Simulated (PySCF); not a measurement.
## XPS shifts beside NMR shieldings

Compound: C4H8BFO2.
Numbering: `[CH3:1][O:2][B:3](/[CH:4]=[CH:5]/[F:6])[O:7][CH3:8]`

Binding energies: PySCF 2.14.0, delta-SCF UKS SCAN, pcX-2 on the ionised atom, pcseg-1 elsewhere, spin-free X2C. Shieldings: GIAO KT2/pcSseg-1, non-relativistic, same geometry.

```csv
atom,C 1s (eV)
C1,292.50
C4,290.01
C5,292.78
```

What are the absolute isotropic shieldings of these atoms?

| atom | environment | C 1s (eV) | isotropic shielding (ppm) |
| --- | --- | --- | --- |
| C4 | alkene CH carbon | 290.01 | 92.7 |
| C1 | methoxy carbon | 292.50 | 129.7 |
| C5 | vinylic C–F carbon | 292.78 | 17.5 |

Among the listed atoms, is the one with the highest binding energy also the least shielded?

Yes: C5 has both (292.78 eV, 17.5 ppm).

By binding energy: C4 < C1 < C5. By shielding: C5 < C4 < C1.

Of atoms equivalent by bonding only the ionised one is listed; its partners' own values can differ in this conformer. The structure is a single PBE0-D3(BJ)/def2-SVP conformer in the gas phase; no vibrational or solvent corrections.

Shape of the structure used: `[CH3:1][O:2][B:3](/[CH:4]=[CH:5]/[F:6])[O:7][CH3:8]`: C1–O2–B3–C4 0°, O2–B3–C4–C5 178°, O2–B3–O7–C8 1°.
